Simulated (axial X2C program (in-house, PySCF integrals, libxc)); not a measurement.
# Density and ELF of Sb₂⁺

All values were computed with an in-house all-electron X2C program for linear molecules (integrals from PySCF). Spin-free means the one-electron spin-free X2C Hamiltonian. Basis: Sb dyall-cv3z [11s12p8d4f1g] (cores contracted in-house); Gaussian nuclei, density fitting, unrestricted open shells. Masses: Sb 120.904 u.

PBE0, without spin–orbit coupling, state M_S = 1/2, Λ = 1 (beyond evenly filled blocks: π+α, π+β, π-α); Sb at z = 0, Sb at z = 2.584 Å.

The maps cover the half plane through the axis: z from -2.4 to 4.8 Å along the bond, ρ from 0.15 to 2.25 Å away from it (steps of 0.3 Å, the bottom row nearest the axis).

log10 of the density in e/bohr³:

digits 0 to 9 span -4.55 to 1.83 evenly
```
0001122222222222222211100
0112222333333333333222110
0122333333333333333332211
1123334444444444444433221
1223444555444445555443322
1233455666555555665544332
2234456777655556776554332
2234556898655567897654432
```

Electron localisation function (collinear form, no current term, damped to 0 at low density):

digits 0 to 9 span 0.00 to 1.00 evenly
```
0000011111122221111100000
0001233333334433333321000
0013555554455544455554210
0146776554556655456776530
0367875333456653334678752
1578863232246632332478874
2688743676326524775258875
3788735474526427267348886
```

Axial spin density in 10⁻³ e/bohr³:

digits 0 to 9 span -3.38 to 3.38 evenly, values beyond are clipped
```
5555555555555555555555555
5555555566666666665555555
5555556677777777776655555
5555567999999999998655555
4455569999999999999865554
4444569999999999999865444
4444456484777775655644444
4444334098433344852434444
```

One determinant describes the state; a PBE0 search over occupations chose it and may have missed a lower one. Without a current term, density functionals place determinants with orbital angular momentum somewhat too high.
